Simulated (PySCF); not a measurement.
Species: C6H6ClN.
Cartesian coordinates in Å at the PBE0-D3(BJ)/def2-SVP level; atoms count from 1:
```xyz
14
C6H6ClN angstrom
N      2.3109   -0.1940    0.0415
C      0.9502   -0.0326    0.0633
C      0.0715   -1.1262   -0.0388
C     -1.3058   -0.9575    0.0300
C     -1.8602    0.3106    0.2023
C     -1.0127    1.4111    0.3025
C      0.3647    1.2388    0.2324
Cl     1.4125    2.6263    0.3458
H      2.6698   -1.0412   -0.3751
H      2.8604    0.6393   -0.1248
H      0.4951   -2.1258   -0.1685
H     -1.9548   -1.8325   -0.0525
H     -2.9417    0.4464    0.2572
H     -1.4094    2.4196    0.4331
```

Computed with PySCF at PBE0/pcSseg-1 and CAM-B3LYP/def2-SVPD, non-relativistic, on one gas-phase PBE0-D3(BJ)/def2-SVP geometry that isn't relaxed in the solvent. The solvent is an IEF-PCM continuum (Bondi radii, 1.10 Å for H, scaled by 1.2). Only the electrostatic response of the medium enters.

Gas phase at PBE0/pcSseg-1: HOMO -6.10 eV, LUMO -0.35 eV, dipole 1.94 D.

Question: What does the continuum do to the energy, the frontier levels and the dipole at PBE0/pcSseg-1 in chloroform and dimethylsulfoxide?

Answer: 
| solvent | ε | E(solvent) − E(gas) (kcal/mol) | polarisation term (kcal/mol) | distortion of the solute (kcal/mol) | HOMO (eV) | LUMO (eV) | dipole (D) |
| --- | --- | --- | --- | --- | --- | --- | --- |
| chloroform | 4.711 | -4.22 | -4.61 | 0.39 | -6.09 | -0.38 | 2.36 |
| dimethylsulfoxide | 46.83 | -6.07 | -6.87 | 0.80 | -6.12 | -0.41 | 2.55 |

The polarisation term is half the interaction of the solute with the surface charges that it induces; the rest is the cost of distorting the solute's density. The sum is the electrostatic part of solvation alone. From chloroform to dimethylsulfoxide the lowering changes by a factor 1.44, Onsager's factor (ε − 1)/(2ε + 1) by 1.36 and ε itself by 9.9.

Question: Which radius a makes the point-dipole formula ΔE = −[(ε − 1)/(2ε + 1)]·μ²/a³ give the value in dimethylsulfoxide, with the gas-phase dipole?

Answer: μ = 0.762 au and |ΔE| = 0.00967 Eh give a = 1.63 Å; the farthest nucleus lies 3.01 Å from the centroid of the nuclei, so such a sphere wouldn't even hold the nuclei. The formula assumes a rigid point dipole at the centre of a sphere.

Question: Give the dipole vector in the frame of the coordinates (D, pointing from negative to positive charge), gas and dimethylsulfoxide.

Answer: Gas (0.62, -1.53, -1.01), solvent (0.88, -2.03, -1.27). Its length changes by +32 % and its direction by 2°.

Question: Which ESP-fitted charges (PBE0/pcSseg-1) respond most in chloroform (means over atoms taken as equivalent)?

Answer: 
```json
{"atoms": "N1", "environment": "aniline-type nitrogen", "gas (e)": "-0.778", "solvent (e)": "-0.853", "change": "-0.075"}
{"atoms": "C2", "environment": "aromatic carbon bearing nitrogen", "gas (e)": "+0.437", "solvent (e)": "+0.492", "change": "+0.055"}
{"atoms": "H9/H10", "environment": "N–H hydrogen", "gas (e)": "+0.352", "solvent (e)": "+0.388", "change": "+0.036"}
{"atoms": "C3", "environment": "aromatic CH carbon", "gas (e)": "-0.385", "solvent (e)": "-0.417", "change": "-0.032"}
{"atoms": "C7", "environment": "aromatic C–Cl carbon", "gas (e)": "-0.187", "solvent (e)": "-0.219", "change": "-0.032"}
{"atoms": "C5", "environment": "aromatic CH carbon", "gas (e)": "-0.295", "solvent (e)": "-0.320", "change": "-0.025"}
{"atoms": "H11", "environment": "aromatic hydrogen", "gas (e)": "+0.190", "solvent (e)": "+0.209", "change": "+0.019"}
{"atoms": "H13", "environment": "aromatic hydrogen", "gas (e)": "+0.168", "solvent (e)": "+0.182", "change": "+0.014"}
```

Question: Which Mayer bond orders change most in chloroform?

Answer: 
```
  bond  length (Å)    gas  solvent  change
 N1–C2       1.370  1.218    1.248  +0.030
 N1–H9       1.010  0.936    0.927  -0.009
 C7–C2       1.410  1.229    1.221  -0.008
 C4–C5       1.395  1.415    1.408  -0.007
 C6–C7       1.390  1.415    1.409  -0.006
C7–Cl8       1.742  1.089    1.083  -0.006
 C3–C4       1.389  1.480    1.476  -0.004
N1–H10       1.012  0.915    0.911  -0.004
```

Question: How do the nuclear quadrupole coupling constants eQVzz/h respond in chloroform?

Answer: 
```
    nucleus  Q (barn)  gas (MHz)  solvent (MHz)  η gas  η solvent
  14N at N1   0.02044      -5.27          -5.06   0.15       0.18
35Cl at Cl8   -0.0817     -72.98         -72.38   0.04       0.05
```

Gas phase at CAM-B3LYP/def2-SVPD: HOMO -7.34 eV, LUMO 0.61 eV, dipole 1.83 D.

Question: What does the continuum do to the energy, the frontier levels and the dipole at CAM-B3LYP/def2-SVPD in chloroform and dimethylsulfoxide?

Answer: 
| solvent | ε | E(solvent) − E(gas) (kcal/mol) | polarisation term (kcal/mol) | distortion of the solute (kcal/mol) | HOMO (eV) | LUMO (eV) | dipole (D) |
| --- | --- | --- | --- | --- | --- | --- | --- |
| chloroform | 4.711 | -3.76 | -4.16 | 0.40 | -7.30 | 0.63 | 2.30 |
| dimethylsulfoxide | 46.83 | -5.42 | -6.28 | 0.86 | -7.31 | 0.61 | 2.52 |

Question: How does the static polarisability (CAM-B3LYP/def2-SVPD, frozen core, with the continuum's full static response) change?

Answer: 
```tsv
medium	isotropic (au)	principal values (au)	⟨r²⟩ of the electrons (bohr²)
gas	92.5	55.3, 103.2, 118.9	1091.2
chloroform	118.9	69.5, 133.6, 153.5	1090.1
dimethylsulfoxide	132.0	79.0, 148.0, 169.0	1089.6
```

The isotropic value in dimethylsulfoxide is 1.43 times the gas-phase one; no cavity-field correction is applied. ⟨r²⟩ is taken about the centre of nuclear charge.
